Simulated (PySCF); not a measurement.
**Structure from NMR data**

An unknown has the formula C4F2O2. Its calculated NMR data are:

$^{13}$C{$^{1}$H} NMR (computed): δ 149.0 (d, J = 391.7 Hz, 2C), 82.6 (m, 2C).

Level of theory: NMR shieldings at PBE0/pcSseg-1/GIAO, coordinates at the GFN2-xTB level, J couplings at B3LYP/pcJ-1, in PySCF 2.14.0 with density-fitted response routines (rapidly exchanging positions averaged, isolated molecule, non-relativistic Hamiltonian, one computed conformer).

δ = σ(ref) − σ, references computed at the same level: TMS for $^{13}$C.

Problem. Deduce the structure.

Solution. 
Rings plus π bonds: 4 (no ring in the answer). 2 carbon signals for 4 carbons: some carbons are equivalent by symmetry or fast rotation. Carbon types of the structure: 4 × C. δC 149.0: carbonyl carbon. δC 82.6: alkyne carbon; sp carbons lie upfield of alkene carbons because the cylindrical π system leaves one tensor component strongly shielded.

The compound is `O=C(F)C#CC(=O)F`.

The data come from this structure; uniqueness wasn't tested.

C–F couplings over four or more bonds (about 3 Hz to the para carbon of a fluoroarene) are left out. Common functionals overestimate the size of one-bond C–F couplings by tens of Hz; these are unscaled. Shifts are as computed. Against solution values, carbons near 30 ppm lie about +3 ppm off and those near 130 ppm about +5 ppm. Of 1211 compounds with measured shifts, 218 miss one by over three times the rms of a fit or turn the order of signals round; such compounds aren't used in these exercises.
